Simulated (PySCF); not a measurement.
Molecule: sum formula SiN₃H₆ (charge 0, doublet). It need not be the lowest isomer of its formula. SMILES: [NH][SiH](N)N
Coordinates optimised at B3LYP-D3(BJ)/def2-TZVP (Ansatz):
```xyz
10

N     -1.2336     1.1137    -0.5133
Si     0.0195     0.1760     0.2815
N      1.3689     0.0572    -0.7683
N     -0.3944    -1.4291     0.6948
H     -0.9120     1.9685    -0.9743
H      0.1932     0.8802     1.5825
H      2.1083    -0.6027    -0.5879
H      1.6721     0.8176    -1.3530
H     -0.9359    -1.6109     1.5249
H     -0.5847    -2.1093    -0.0250
```
Charge 0, spin multiplicity 2.

Dispersion corrections to the total energy (kcal/mol) from the dftd3 and dftd4 libraries through PySCF: D3(BJ) without and D4 with the three-body term, each with the damping fitted for the functional named.

```tsv
functional	D3(BJ)	D4
B3LYP	-7.75	___
PBE0	-3.83	-3.59
BHLYP	-6.12	___
HF	-36.15	___
PW6B95	-2.22	-3.85
BLYP	-9.46	-9.57
HSE06	-2.88	-3.32
```

Question: Some entries are withheld; supply them.

Answer: 
- B3LYP, D4: -6.91
- BHLYP, D4: -5.06
- HF, D4: -15.60
